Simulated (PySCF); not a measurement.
Species: C2H4BF3S.
Bonds: C1–B2, B2–S3, S3–C4, C4–F5, C4–F6, C4–F7. Hydrogens: H8, H9, H10 on C1; H11 on B2.

The calculation used TDDFT PBE0/def2-SVPD, vertical, gas phase, core orbitals frozen in the response in PySCF 2.14.0, density-fitted response routines. Isolated species at its PBE0-D3(BJ)/def2-SVP geometry (one conformer only). Torsions of this conformer, `[CH3:1][BH:2][S:3][C:4]([F:5])([F:6])[F:7]`: C1–B2–S3–C4 180°, B2–S3–C4–F5 180°.

Broadening: Gaussians 0.4 eV wide at half height, area fixed by f = 4.319×10⁻⁹ ∫ε dν̃. The width is an assumption, not a result. The curve ends short of the highest state used, and states not computed would add to its high-energy end.

(λ (nm), ε (L mol⁻¹ cm⁻¹)): (149.9, 4686), (151.1, 7166), (152.4, 9620), (153.6, 10863), (154.8, 10681), (156.1, 9035), (157.3, 6790), (158.5, 4526), (159.8, 2564), (161.0, 1354), (162.2, 645), (163.4, 278), (164.7, 101), (165.9, 37), (167.1, 15), (168.4, 10), (169.6, 12), (170.8, 19), (172.1, 28), (173.3, 38), (174.5, 49), (175.8, 63), (177.0, 79), (178.2, 110), (179.4, 172), (180.7, 312), (181.9, 562), (183.1, 991), (184.4, 1736), (185.6, 2733), (186.8, 4033), (188.1, 5710), (189.3, 7365), (190.5, 8927), (191.8, 10276), (193.0, 11017), (194.2, 11171), (195.5, 10675), (196.7, 9701), (197.9, 8387), (199.1, 6913), (200.4, 5323), (201.6, 3992), (202.8, 2870), (204.1, 1916), (205.3, 1266), (206.5, 806), (207.8, 474), (209.0, 280), (210.2, 160), (211.5, 84), (212.7, 45), (213.9, 23), (215.1, 12), (216.4, 5), (217.6, 3)

Problem. Locate the maxima and give the states behind the curve.

Solution. 194 nm (6.39 eV), ε about 11000, made up of S2 (100%); 154 nm (8.05 eV), ε about 11000, made up of S6 (62%) and S7 (38%) (ε in L mol⁻¹ cm⁻¹; maxima over ε = 5, shares over 10%). The states used: S1 6.30 eV (f 0.0006); S2 6.39 eV (f 0.165); S3 6.86 eV (f 0.0005); S4 7.04 eV (f 0.0006); S5 7.99 eV (f 0.0001); S6 8.05 eV (f 0.101); S7 8.05 eV (f 0.062); S8 8.72 eV (f 0.0075); S9 8.74 eV (f 0.011); S10 8.87 eV (f 0.084).

Problem. What would ε be at 6.39 eV, the highest of these maxima, with half the width (0.2 eV)?

Solution. About 22300 L mol⁻¹ cm⁻¹ against 11200, a factor of about 2.00; a lone state at its own centre would give exactly 2.

Problem. Coming from long wavelengths, where does ε first pass 100 L mol⁻¹ cm⁻¹?

Solution. At about 211 nm (5.87 eV), 0.42 eV below S1.

Problem. Does any computed singlet lie in the visible range?

Solution. No computed singlet lies in the visible range (380 to 750 nm); the lowest, at 197 nm, stands 3.03 eV above its violet end (3.26 eV).

All these states lie below the vertical ionisation energy of 10.82 eV (ΔSCF).
